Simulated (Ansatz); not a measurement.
## Ligand exchange: C4H9Cl + SnCl2 → C3H6Cl2 + Sn(CH3)Cl

Gas-phase species: C4H9Cl `CC(C)(C)Cl`, singlet; SnCl2 `[Cl][Sn][Cl]`, singlet; C3H6Cl2 (2,2-dichloropropane) `CC(C)(Cl)Cl`, singlet; Sn(CH3)Cl, singlet. The partners trade CH3 for Cl: C–CH3 and Sn–Cl bonds give way to C–Cl and Sn–CH3.

Shapes, held fixed at every level: PBE0-D4/def2-TZVP. Programs: Ansatz 0.2.0. The zero-point and thermal change to 298 K, harmonic and unscaled (PBE0-D4/def2-TZVP), is -7.6 kJ/mol.

| level | kind | ΔH(298 K) (kJ/mol) | less CCSD(T)/def2-TZVPP |
| --- | --- | --- | --- |
| SPW92/def2-TZVPP | LDA | +180.2 | +1.6 |
| PBE0-D4/def2-TZVPP | global hybrid | +184.7 | +6.1 |
| wB97M-V/def2-TZVPP | range-separated hybrid | +182.9 | +4.3 |
| wB97X-V/def2-TZVPP | range-separated hybrid | +184.1 | +5.5 |
| B2PLYP/def2-TZVPP | double hybrid | +186.4 | +7.8 |
| MP2/def2-SVP | perturbation theory | +190.4 | +11.8 |
| CCSD/def2-SVP | coupled cluster or CI | +191.6 | +13.0 |
| CCSD(T)/def2-TZVPP | coupled cluster or CI | +178.6 | 0.0 |

The highest level, CCSD(T)/def2-TZVPP, gives ΔH(298 K) = +178.6 kJ/mol; the levels span +178.6 to +191.6. The column of differences is taken from that level and isn't an error. No measured value is set beside it here. For atoms past krypton def2 sets carry core potentials with scalar relativity. Outer-core shells of Sn are correlated, in sets that cover them unevenly.
